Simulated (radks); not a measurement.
All-electron atom: the boron ion B3+ in 1s1 2p1 (not the ground configuration). Calculated with a radial shooting solver on a logarithmic mesh with Libxc functionals: scalar-relativistic Kohn-Sham, exchange-only PBE, spin-polarised, spherical densities, point nucleus; open shells are filled with parallel spins first.

Normalised radial functions P(r) = r R(r), r in bohr:

| r | 2p up |
|---|---|
| 0.01125 | 0.0011 |
| 0.01397 | 0.0016 |
| 0.01733 | 0.0025 |
| 0.02151 | 0.0038 |
| 0.0267 | 0.0058 |
| 0.03314 | 0.0087 |
| 0.04113 | 0.0132 |
| 0.05104 | 0.0198 |
| 0.06335 | 0.0296 |
| 0.07925 | 0.0445 |
| 0.09836 | 0.0653 |
| 0.1221 | 0.0949 |
| 0.1515 | 0.1359 |
| 0.188 | 0.1915 |
| 0.2334 | 0.2645 |
| 0.2896 | 0.3564 |
| 0.3595 | 0.4663 |
| 0.4461 | 0.5887 |
| 0.5582 | 0.7165 |
| 0.6927 | 0.8214 |
| 0.8597 | 0.8841 |
| 1.067 | 0.8794 |
| 1.324 | 0.7920 |
| 1.644 | 0.6313 |
| 2.04 | 0.4340 |
| 2.532 | 0.2489 |
| 3.142 | 0.1134 |
| 3.931 | 0.0369 |
| 4.879 | 0.0087 |
| 6.055 | 0.0013 |
| 7.515 | 0.0001 |
| 9.327 | 0.0000 |

2p up: eigenvalue -48.268 eV, 0 radial nodes, <r> = 1.20 bohr, 90 % of the charge inside 1.95 bohr.
